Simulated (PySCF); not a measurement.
Input of a response calculation (the driver script's job line, then coordinates in Å):

```
{"job": {"kind": "uv", "xc": "wB97X-D", "basis": "def2-SVPD", "nstates": 8, "ntriplets": 3}, "charge": 0, "multiplicity": 1}
C     -0.385368     1.371966    -2.674180
C     -0.400218     1.016538    -1.525098
Si    -0.439670     0.427861     0.231884
Si    -1.380585    -1.692785     0.414848
Si     1.790760     0.638967     0.860523
Br     2.008277    -0.263606     2.908766
H     -0.370362     1.694981    -3.675928
H     -1.208133     1.478620     0.934031
H     -0.319684    -2.700701     0.484250
H     -2.224419    -1.997428    -0.741818
H     -2.197743    -1.796527     1.623143
H      2.753816    -0.143742     0.088039
H      2.368941     1.966342     1.053812
```

Its output, with some lines taken out ([cut]) and without the SCF cycles:

```
converged SCF energy = -3522.4133938022

Static polarisability (au): isotropic 129.612, principal 100.430 131.484 156.921

Singlet excitations
state   eV       nm        f      main configurations
  1   5.8017    213.7   0.02205   H->L 0.80
[cut]
  3   6.1684    201.0   0.01334   H-2->L+2 0.24, H-2->L+1 0.18, H-2->L 0.10
[cut]
  5   6.3195    196.2   0.00528   H-1->L 0.76
  6   6.5990    187.9   0.08991   H-2->L 0.40, H-2->L+2 0.13, H->L+2 0.12
  7   6.7310    184.2   0.04755   H-2->L 0.29, H->L+2 0.13, H->L+1 0.13
  8   6.7987    182.4   0.00940   H->L+5 0.27, H->L+1 0.12, H->L+2 0.10

[cut]
```

Computed with PySCF, TDDFT wB97X-D/def2-SVPD, vertical, gas phase, core orbitals frozen in the response. The structure is a single GFN2-xTB conformer in the gas phase; no vibrational or solvent corrections. GFN2-xTB frequencies show an imaginary mode (22i cm⁻¹), so this geometry is no minimum at that level. Relativistic effects, spin–orbit coupling among them, are left out although an element past zinc is present.

**Question.** Restore the lines that were cut, in order.

**Answer.** 
```
  2   5.8994    210.2   0.01047   H->L+1 0.36, H->L+2 0.12
  4   6.2126    199.6   0.04564   H->L+2 0.22, H-3->L+2 0.12, H-2->L+1 0.12
Triplet excitations (Tamm-Dancoff, eV): 5.0130 5.3358 5.4397
```

**Question.** How much of the mean polarisability do the listed states account for?

**Answer.** The sum over states Σ f/ΔE² (ΔE in hartree) gives 4.40 au, 3% of the total; the rest comes from higher roots of the same response equations.

**Question.** How many basis functions and electrons does this run hold?

**Answer.** 209 basis functions for 96 electrons in 48 doubly occupied orbitals.

**Question.** What share of the summed oscillator strength falls to the strongest level in this window?

**Answer.** State 6 at 188 nm: 0.0899 of 0.2436, or 37%.

**Question.** Write the structure that the coordinates describe.

**Answer.** `C#C[Si@@H]([SiH3])[SiH2]Br` (C2H7BrSi3), point group C1.

H and L stand for HOMO and LUMO.

Hardware: one thread of an Arm Neoverse V1, shared host. Cost: 88 s wall, 0.87 GiB resident at most.

Conformer computed: `[CH:1]#[C:2][Si@@H:3]([SiH3:4])[SiH2:5][Br:6]`: C2–Si3–Si5–Br6 -173°.

Note: wB97X-D ran without an empirical dispersion term, which enters the total energy and its gradient alone.
